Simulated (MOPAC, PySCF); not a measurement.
C5H9B, SMILES `BC(=C)/C=C\C`, neutral singlet in the gas phase. 

Cartesian coordinates (Å):
```xyz
15

B     -1.6524     0.0698    -0.4353
C     -0.7062    -0.0520     0.7719
C     -1.2946     0.1060     1.9674
C      0.6770    -0.5444     0.7051
C      1.5326    -0.3680    -0.2967
C      1.3061     0.3852    -1.5654
H     -1.4802    -0.5720    -1.4231
H     -2.6216     0.7585    -0.3510
H     -2.3018     0.4925     2.0508
H     -0.7984    -0.1641     2.8950
H      1.0358    -1.0710     1.5846
H      2.5247    -0.7924    -0.1816
H      2.1516     1.0459    -1.7662
H      1.2211    -0.2920    -2.4182
H      0.4063     0.9981    -1.5373
```
Charge 0, spin multiplicity 1.

All levels are single points at this geometry (CAM-B3LYP-D3(BJ)/def2-TZVP); Pople sets use spherical d functions. Orbital energies aren't observables, and empty levels follow the basis.

PM6 in MOPAC gives gap (eV) = 8.84.

Question: Estimate the gap (eV) from each of these levels: CAM-B3LYP-D3(BJ)/def2-TZVP in PySCF; TPSSh-D3(BJ)/def2-TZVP in PySCF; B3LYP/3-21G in PySCF; B3LYP/6-311+G** in PySCF; HF/3-21G in PySCF; HF/6-31G* in PySCF; HF/STO-3G in PySCF; PM7 in MOPAC.

Answer: 
```
level                                gap (eV)
-----------------------------------  --------
CAM-B3LYP-D3(BJ)/def2-TZVP in PySCF      7.37
TPSSh-D3(BJ)/def2-TZVP in PySCF          4.05
B3LYP/3-21G in PySCF                     4.71
B3LYP/6-311+G** in PySCF                 4.61
HF/3-21G in PySCF                       11.01
HF/6-31G* in PySCF                      11.07
HF/STO-3G in PySCF                      12.75
PM7 in MOPAC                             8.61
```
